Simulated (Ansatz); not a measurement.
`C[S][Sn]([F])([F])[F]`, relaxed with RKS PBE0-D4/def2-TZVP in Ansatz from a PBE-D4/def2-SVP geometry. The force threshold is 0.005 eV/Å; the program also tests the step.

Charge 0, multiplicity 1. Sn: def2 effective core potential.

Start:

```xyz
9

C     0.982   -0.274   -1.315
S     0.579    1.328   -0.491
Sn   -0.867    0.416    1.189
F    -2.391   -0.533    0.442
F    -1.577    1.731    2.426
F     0.022   -0.949    2.253
H     1.472   -0.977   -0.616
H     0.084   -0.733   -1.769
H     1.697   -0.008   -2.117
```

**Question.** By how much does the energy fall, and how many steps does the optimiser take? (Best estimate.)

**Answer.** Ansatz gave: 3.02 kcal/mol, in 5 steps.

**Question.** Which bonds change most? (Estimate.)

**Answer.** Ansatz gave: S2–Sn3 from 2.397 to 2.341 Å; Sn3–F5 from 1.939 to 1.891 Å; Sn3–F6 from 1.945 to 1.897 Å; Sn3–F4 from 1.945 to 1.896 Å.

**Question.** Give the relaxed structure. (Estimate.)

**Answer.** Ansatz gave: 
```xyz
9

C     0.982   -0.274   -1.310
S     0.553    1.285   -0.465
Sn   -0.862    0.403    1.178
F    -2.371   -0.507    0.479
F    -1.538    1.702    2.374
F    -0.031   -0.927    2.245
H     1.492   -0.963   -0.640
H     0.105   -0.740   -1.756
H     1.669    0.021   -2.104
```
